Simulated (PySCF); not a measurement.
**Working out the ionisation energy of Pt**

Pt [Xe] 4f14 5d9 6s1 (3D) → Pt⁺ [Xe] 4f14 5d9 (2D). Computed with PySCF 2.14 in def2-TZVPPD with the def2 core potential (60 electrons) (6s5p3d2f1g, 59 functions), with scalar relativity through the core potential. Frozen: 5s2 5p6. Energies in hartree (1 hartree = 27.21139 eV):

```csv
part,Pt (lower),Pt⁺ (upper)
UHF,-118.399841,-118.121414
CCSD correlation,-0.286802,-0.248097
(T),-0.011726,-0.009683
```

Question: What does Hartree-Fock give?

Answer: (-118.121414) − (-118.399841) = 0.278427 hartree = 7.576 eV.

Question: What do CCSD and CCSD(T) give?

Answer: The CCSD correlation energies differ by 0.038705 hartree = 1.053 eV and the triples by 0.002043 hartree = 0.056 eV, so CCSD gives 8.629 eV and CCSD(T) 8.685 eV.

Reference: 8.959 eV (measured; NIST Atomic Spectra Database, ionization energies), between the lowest levels; spin-orbit coupling is absent from the calculation.

What remains against the reference includes basis incompleteness, the frozen core and higher excitations.
